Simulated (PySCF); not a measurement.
PySCF input for methylcyclobutane (C5H10), SMILES C1C(CC1)C, C-PCM-B3LYP/def2-SVP. The structure is a stationary point at PBE0-D3(BJ)/def2-SVP.

```python
import numpy as np
from pyscf import gto, scf, dft
from pyscf.solvent import pcm

mol = gto.M(
    atom='''
    C     1.91438276    0.13347026    0.00000000
    C     0.50192216   -0.40562858   -0.00000000
    C    -0.49846539    0.07788402   -1.07232561
    C    -1.60318433    0.04666656    0.00000000
    C    -0.49846539    0.07788402    1.07232561
    H     2.47262743   -0.20097582   -0.88917844
    H     1.91477220    1.23590044    0.00000001
    H     2.47262743   -0.20097582    0.88917845
    H     0.52311716   -1.50952868   -0.00000001
    H    -0.62779160   -0.53476528   -1.97795423
    H    -0.26878100    1.11077276   -1.38253998
    H    -2.13952729   -0.91500784   -0.00000001
    H    -2.34761067    0.85691504    0.00000001
    H    -0.26878101    1.11077276    1.38254000
    H    -0.62779160   -0.53476530    1.97795423
    ''',
    basis='def2-SVP',
    charge=0,
    spin=0,
    max_memory=1600,
    verbose=3,
)
mf = dft.RKS(mol, xc='b3lyp').density_fit(auxbasis='def2-universal-jkfit')
mf.grids.level = 3
mf.conv_tol = 1e-9
mf.max_cycle = 100
mf.kernel()
res = {}
for name, eps in {'water': 78.355, 'dichloromethane': 8.93, 'acetonitrile': 35.688}.items():
    s = mf.PCM()
    s.with_solvent.method, s.with_solvent.eps, s.with_solvent.lebedev_order = 'C-PCM', eps, 29
    s.kernel(mf.make_rdm1())
    res[name] = (s.e_tot, eps, s.dip_moment(), s.mo_energy, s.converged)
    print(f'{name}: electrostatic solvation free energy {(s.e_tot - mf.e_tot) * 627.509474:.3f} kcal/mol')
```

Log of the run:

```
converged SCF energy = -196.388294425754

WARN: PCM is an experimental feature. It is still in testing.
Features and APIs may be changed in the future.

converged SCF energy = -196.388949492011
Dipole moment(X, Y, Z, Debye):  0.10661, -0.09049, -0.00000
water: electrostatic solvation free energy -0.411 kcal/mol

WARN: PCM is an experimental feature. It is still in testing.
Features and APIs may be changed in the future.

converged SCF energy = -196.388880921917
Dipole moment(X, Y, Z, Debye):  0.10311, -0.08979, -0.00000
dichloromethane: electrostatic solvation free energy -0.368 kcal/mol

WARN: PCM is an experimental feature. It is still in testing.
Features and APIs may be changed in the future.

converged SCF energy = -196.388938903648
Dipole moment(X, Y, Z, Debye):  0.10606, -0.09038, -0.00000
acetonitrile: electrostatic solvation free energy -0.404 kcal/mol
```

Self-consistency was reached.
